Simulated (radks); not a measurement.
All-electron atom: S in [Ne] 3s2 3p4 (the NIST ground configuration).

Calculated with a radial shooting solver on a logarithmic mesh with Libxc functionals: scalar-relativistic Kohn-Sham, LDA (Slater exchange, Perdew-Wang correlation), spin-polarised, spherical densities, point nucleus; open shells are filled with parallel spins first.

Energy parts (hartree):
total: -397.85962
kinetic: 399.04610
electron-nucleus: -949.85914
Hartree: 177.19914
exchange-correlation: -24.24573

Orbitals (lengths in bohr, moments of r in powers of bohr):
| orbital | occ. | eigenvalue (hartree) | <1/r> | <r^4> |
|---|---|---|---|---|
| 1s up | 1 | -88.09363 | 15.62 | 0.0004167 |
| 1s down | 1 | -88.08277 | 15.62 | 0.0004166 |
| 2s up | 1 | -7.74632 | 3.053 | 0.1385 |
| 2s down | 1 | -7.73423 | 3.054 | 0.1377 |
| 2p up | 3 | -5.75295 | 2.955 | 0.1317 |
| 2p down | 3 | -5.73791 | 2.956 | 0.1306 |
| 3s up | 1 | -0.66011 | 0.8197 | 18.78 |
| 3s down | 1 | -0.59743 | 0.8136 | 20.10 |
| 3p up | 3 | -0.28356 | 0.6707 | 48.59 |
| 3p down | 1 | -0.22810 | 0.6511 | 60.57 |

The highest occupied level is 3p down at -6.207 eV. Spin moment in Bohr magnetons: 2. For comparison, the ionisation energy in NIST's Atomic Spectra Database is 10.360 eV (measured). In exact Kohn-Sham theory the highest level is minus the ionisation energy, but local and semilocal functionals leave it too shallow, through self-interaction and a potential that decays too fast; potentials with the right tail come closer. Summed over all electrons, <r^2> = 29.30 bohr^2, which gives a Langevin (diamagnetic) susceptibility term of -23.2 x 10^-6 cm^3/mol. The density falls to 0.001 e/bohr^3 at r = 4.08 bohr.
